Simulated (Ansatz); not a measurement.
Gas-phase reaction R1 + 0.5 R2 → P1 + P2, each structure at its B3LYP-D3(BJ)/def2-TZVP stationary point, reached from a drawn start (curvature not checked).
R1: BCl2 (SMILES Cl[B]Cl), charge 0, multiplicity 2.
R2, O2 (SMILES O=O) (charge 0, multiplicity 3, Z-matrix in Å and degrees):
```
O
O 1 1.2043
```
P1: BClO (SMILES O=BCl), charge 0, multiplicity 1.
P2: Cl atom, charge 0, multiplicity 2.

P less R. No zero-point or thermal terms; singlets are restricted closed shells; open shells are unrestricted; no spin–orbit coupling.

Correlated levels freeze the cores. CBS: X⁻³ extrapolation of the correlation energy, Hartree–Fock from the larger set.

The values were computed with Ansatz (Gaussian basis) for Hartree–Fock, density functionals and correlated methods. No computed number here is a measurement.

The comparison value is -2.281 eV (CCSD(T)/CBS(cc-pV(T+d)Z, cc-pV(Q+d)Z)). It is a level with limits of its own, not the exact answer.

**Question.** Order these levels by how close they come to the comparison value for the reaction energy, closest first: PBE/def2-TZVPP, CCSD(T)/cc-pV(Q+d)Z, SVWN5/def2-TZVPP, CCSD(T)/cc-pV(D+d)Z. Give each level's value less the comparison value.

**Answer.** CCSD(T)/cc-pV(D+d)Z (0.000 eV), CCSD(T)/cc-pV(Q+d)Z (-0.011 eV), PBE/def2-TZVPP (0.479 eV), SVWN5/def2-TZVPP (0.591 eV)

Ansatz is a first-principles code.
